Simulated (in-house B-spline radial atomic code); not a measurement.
Ba⁺: [Kr] 4d10 5s2 (5p1/2)1 (5p3/2)4 6s2 (with a hole in an inner shell)

Computed with a B-spline radial code for spherical atoms: Dirac-Kohn-Sham relativistic LDA, spherical fractional occupations, Fermi nucleus of rms radius 4.8378 fm.

Z_r = [3n² - l(l+1)]/(2<r>); Z_e = n√(-2ε); the last column is Slater's effective charge. Values are occupation-weighted means over j. An effective charge above Z reflects the relativistic contraction of the inner shells.

```tsv
shell	electrons	ε (eV)	<r> (bohr)	Z_r	Z_e	Slater
1s	2	-37012	0.02568	58.41	52.16	55.70
2s	2	-5866	0.1096	54.72	41.53	51.85
2p	6	-5281.9	0.09614	52.01	39.41	51.85
3s	2	-1247.5	0.2926	46.13	28.73	44.75
3p	6	-1058	0.2902	43.08	26.46	44.75
3d	10	-775.03	0.267	39.33	22.64	34.85
4s	2	-253.52	0.6752	35.55	17.27	28.25
4p	6	-191.9	0.7159	32.13	15.02	28.25
4d	10	-100.8	0.8002	26.24	10.89	16.85
5s	2	-43.725	1.612	23.27	8.96	10.60
5p	5	-28.059	1.871	19.51	7.18	10.60
6s	2	-9.1571	4.003	13.49	4.92	3.70
```

The least bound orbital is 6s1/2 at -9.157 eV, and it is also the most diffuse (<r> = 4.003 bohr). The part-filled 5p shell lies below the filled 6s shell in orbital energy.

For the 1s electron the small component carries 4.25 % of the norm, the zero-frequency Breit interaction raises the level by 96.87 eV, self-energy by 56.15 eV, and vacuum polarisation lowers it by 8.11 eV.
